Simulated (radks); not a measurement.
The numbers below are computed, except where a source is named.
Problem. The niobium ion Nb3+, 38 electrons, occupied as [Kr] 4d2 (the NIST ground configuration). Code: a radial shooting solver on a logarithmic mesh with Libxc functionals. Model: Dirac Kohn-Sham, PBEsol, spin-unpolarised, spherical densities, finite nucleus; open shells fill j = l - 1/2 first; Fermi nuclear charge, rms radius 4.324 fm.

Spin-orbit splittings of the eigenvalues, e(l+1/2) - e(l-1/2), with zeta = 2 splitting/(2l+1) and mean radii in bohr:

| shell | occ. | splitting (eV) | zeta (eV) | <r> j=l-1/2 | <r> j=l+1/2 |
|---|---|---|---|---|---|
| 2p | 6 | 95.68 | 63.79 | 0.1346 | 0.1391 |
| 3p | 6 | 15.51 | 10.34 | 0.4388 | 0.4493 |
| 3d | 10 | ? | ? | 0.4309 | 0.4344 |
| 4p | 6 | 2.203 | 1.468 | 1.254 | 1.282 |
| 4d | 2 | 0.2352 | 0.09408 | 1.703 | 1.715 |
| 5p | 0 | 0.3601 | 0.2401 | 3.212 | 3.265 |

Estimate the 3d splitting.

Solution. 2.890 eV (zeta = 1.156 eV).
